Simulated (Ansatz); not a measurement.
Basis-set extrapolation for C2H4BFO2 (`COC1OB1F`) (PBE0-D4/def2-TZVP geometry, frozen core, the Gaussian-basis code of Ansatz). Multiplicity 1, RHF reference.

```csv
,def2-TZVPP,def2-QZVPP
HF,-352.097397,-352.113622
MP2 correlation,-1.142498,-1.231893
CCSD(T) correlation,-1.207062,not run
```

Energies in hartree. Use E(X) = E(∞) + A·exp(−7.88·√X) for Hartree–Fock and E(X) = E(∞) + B·X^(−2.97) for correlation, with X = 3 and 4, and add CCSD(T) minus MP2 of the smaller set to the MP2 limit.

What is the CCSD(T) energy at the basis-set limit?

HF limit: -352.113622 + (-0.016225) × 0.13774 = -352.11586. MP2 limit: -1.231893 + (-0.089395) × 0.74074 = -1.29811. Higher-order term: -1.207062 − (-1.142498) = -0.06456. Total: -353.47853 hartree, 457.0 kJ/mol below CCSD(T)/def2-TZVPP.
